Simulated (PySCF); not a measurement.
Species: CH₁₁NSi₃.
Structure used (GFN2-xTB), in Å, numbered top down from 1:
```
atom  x, y, z in Å
C1    -1.692    0.760   -0.655
Si2   -1.620   -0.065    1.044
N3    -0.109   -0.901    1.184
Si4    1.151   -1.233    0.029
Si5    2.094    0.714   -0.769
H6    -0.932    1.530   -0.758
H7    -2.658    1.230   -0.813
H8    -1.542    0.038   -1.452
H9    -1.687    0.935    2.121
H10   -2.729   -1.020    1.193
H11   -0.005   -1.382    2.062
H12    0.600   -2.088   -1.039
H13    2.091   -2.078    0.783
H14    3.560    0.678   -0.706
H15    1.700    1.933   -0.053
H16    1.770    0.957   -2.181
```

Computed with TDDFT CAM-B3LYP/def2-SVPD, vertical, gas phase, core orbitals frozen in the response (PySCF 2.14.0, density-fitted response routines).

Transition dipole moments from the ground state, in atomic units and in the frame of the coordinates above (overall signs are arbitrary), for the states with f of 0.002 or more among the lowest 7:

```json
{"state": "S1", "E (hartree)": "0.2090", "μx": "0.161", "μy": "-0.016", "μz": "-0.016"}
{"state": "S2", "E (hartree)": "0.2347", "μx": "0.006", "μy": "0.138", "μz": "0.231"}
{"state": "S3", "E (hartree)": "0.2488", "μx": "-0.163", "μy": "-0.176", "μz": "-0.070"}
{"state": "S4", "E (hartree)": "0.2523", "μx": "0.092", "μy": "0.332", "μz": "0.081"}
{"state": "S5", "E (hartree)": "0.2638", "μx": "-0.612", "μy": "-0.486", "μz": "0.338"}
{"state": "S6", "E (hartree)": "0.2762", "μx": "-0.002", "μy": "-0.395", "μz": "0.066"}
{"state": "S7", "E (hartree)": "0.2799", "μx": "-0.076", "μy": "-0.056", "μz": "-0.076"}
```

Question: What oscillator strength does each state have?

Answer: f = (2/3) ΔE |μ|² with ΔE in hartree (27.2114 eV).

| state | \|μ\|² (au) | \|μ\| (D) | f |
| --- | --- | --- | --- |
| S1 | 0.027 | 0.41 | 0.004 |
| S2 | 0.073 | 0.68 | 0.011 |
| S3 | 0.062 | 0.63 | 0.010 |
| S4 | 0.125 | 0.90 | 0.021 |
| S5 | 0.725 | 2.16 | 0.128 |
| S6 | 0.160 | 1.02 | 0.029 |
| S7 | 0.015 | 0.31 | 0.003 |

Question: Which bond between heavy atoms lies closest to the direction of the S5 transition dipole?

Answer: Si4–Si5, at 24° from it; next N3–Si4 at 48°.

Question: What angle do the transition dipoles of S4 and S5 make?

Answer: |cos θ| = |μa·μb| / (|μa| |μb|) = 0.63, so θ ≈ 51° (taken between 0 and 90°, since the signs are arbitrary).

Question: What peak molar absorption coefficient would the strongest computed level give as a lone Gaussian band 0.5 eV wide at half height?

Answer: ε(max) = 2.175×10⁸ f / FWHM, with the width in cm⁻¹. S5: 2.175×10⁸ × 0.1275 / 4033 ≈ 6900 L mol⁻¹ cm⁻¹.

One conformer stands for the species.

Without π bonds the low states may be Rydberg-like; a valence basis with one diffuse set may place them up to an eV too high.
